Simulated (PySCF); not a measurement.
**Electron correlation in Ne²⁺ (neon, charge +2)**

Starting occupation: [He] 2s1 2p5, 2s1/2 with m_j = +1/2, 2p1/2 with m_j = -1/2, +1/2, 2p3/2 with m_j = -1/2, +1/2, +3/2. Calculation: PySCF 2.14, in x2c-TZVPall-2c; X2C-1e with screened-nucleus spin-orbit coupling, Gaussian nucleus. Frozen: 1s2; 6 electrons correlated.

MP2 pair energies summed by pair of shells (mhartree):

```csv
pair,energy,share (%)
2p-2p,-155.55,87.5
2p-2s,-22.19,12.5
```

Total MP2 correlation energy: -177.74 mhartree.

The GHF reference relaxed away from the jj start to a determinant that is no pure jj level (⟨S²⟩ = 2.00, ⟨J²⟩ = 6.00); the energies belong to that determinant.
